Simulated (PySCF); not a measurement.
# Telling isomers of C$_{6}$H$_{5}$NO apart by NMR

[PySCF 2.14.0 with density-fitted response routines: shieldings: GIAO PBE0/pcSseg-1; GFN2-xTB geometry; one conformer; no solvent model; non-relativistic; rapidly exchanging positions averaged]

Scale: ¹H, ¹³C vs TMS (reference shieldings calculated alike). Where no couplings were computed, multiplicities follow the n + 1 count of equivalent neighbours, and m marks all less simple cases (inequivalent or close neighbours, rings, F or P nearby). Shifts are as computed. Against solution values, carbons near 30 ppm lie about +3 ppm off and those near 130 ppm about +5 ppm. Of 1211 compounds with measured shifts, 218 miss one by over three times the rms of a fit or turn the order of signals round; such compounds aren't used in these exercises.

(1) Tabulate the signals of `C=C(C#N)C(C)=C=O`, `O=Cc1cccnc1` and their relative energies.

(2) What is the quickest way to tell C=C(C#N)C(C)=C=O from O=Cc1cccnc1?

Results:

(1) 
```json
{"SMILES": "C=C(C#N)C(C)=C=O", "carbon types": "4×C 1×CH2 1×CH3", "δC": "204.1, 125.7, 122.2, 121.3, 41.5, 11.3", "δH": "5.79 (br s, 1H), 5.44 (br s, 1H), 1.86 (s, 3H)", "E rel. (kcal/mol)": "37.0"}
{"SMILES": "O=Cc1cccnc1", "carbon types": "1×C 5×CH", "δC": "195.1, 160.9, 160.7, 141.6, 135.2, 128.9", "δH": "10.32 (s, 1H), 9.21 (s, 1H), 9.17 (d, 1H), 8.70 (d, 1H), 7.67 (m, 1H)", "E rel. (kcal/mol)": "0.0"}
```

Energies are electronic energies at PBE0/pcSseg-1 on these geometries, without zero-point or thermal terms, each for the one conformer computed, which needn't be the lowest.

(2) Both give the same number of carbon signals, but DEPT or the intensities differ. The first has a central carbon of a ketene (C) at 204.1 ppm, the second an aldehyde carbonyl carbon (CH) at 195.1 ppm. In the proton spectra the most deshielded non-exchanging signals are 5.79 (br s, 1H) and 10.32 (s, 1H).
